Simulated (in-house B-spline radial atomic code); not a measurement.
Configurations of Pt IX (Pt8+), with energies counted from [Xe] 4f14 5d2. Computed with a B-spline radial code for spherical atoms: Dirac-Hartree-Fock, average of configuration, Fermi nucleus of rms radius 5.427 fm. Energies include first-order Breit, QED and recoil terms.

Occupations are held fixed; configurations that lie above the ionisation limit could autoionise.

```tsv
configuration	E - E(ref) (eV)	highest orbital	its <r> (bohr)
[Xe] 4f14 5d1 5f1	53.372	5f7/2	1.906
[Xe] 4f14 5d1 7s1	66.565	7s1/2	3.224
[Kr] 4d10 4f14 5s2 5p5 5d2 6s1	86.3	6s1/2	1.895
[Xe] 4f13 5d2 6p1	125.25	6p3/2	2.156
[Kr] 4d10 4f14 5s2 5p5 5d2 5g1	141.6	5g7/2	2.928
[Kr] 4d10 4f14 5s2 5p5 5d2 9f1	169.07	9f7/2	9.932
[Xe] 4f13 5d2 6g1	179.63	6g7/2	4.688
[Xe] 4f13 5d2 9s1	183.79	9s1/2	6.795
[Xe] 4f13 5d2 9p1	186.07	9p3/2	7.381
```

**Question.** Order these further configurations by energy, lowest first.
A. [Xe] 4f14 5d1 9f1
B. [Xe] 4f13 5d2 6s1
C. [Xe] 4f14 5d1 9p1
D. [Xe] 4f13 5d2 7g1
E. [Xe] 4f13 5d2 8g1

**Answer.** C (99.679 eV), A (107.09 eV), B (109.97 eV), D (187.92 eV), E (193.33 eV).

**Question.** How far above the reference does [Xe] 4f14 5d1 8g1 lie?

**Answer.** 106.86 eV; its least bound orbital is 8g7/2 with <r> = 9.296 bohr.

**Question.** How far above the reference does [Kr] 4d10 4f14 5s2 5p5 5d2 6g1 lie?

**Answer.** 155.16 eV; its least bound orbital is 6g7/2 with <r> = 4.696 bohr.

**Question.** How far above the reference does [Xe] 4f14 5d1 6g1 lie?

**Answer.** 93.209 eV; its least bound orbital is 6g7/2 with <r> = 4.716 bohr.
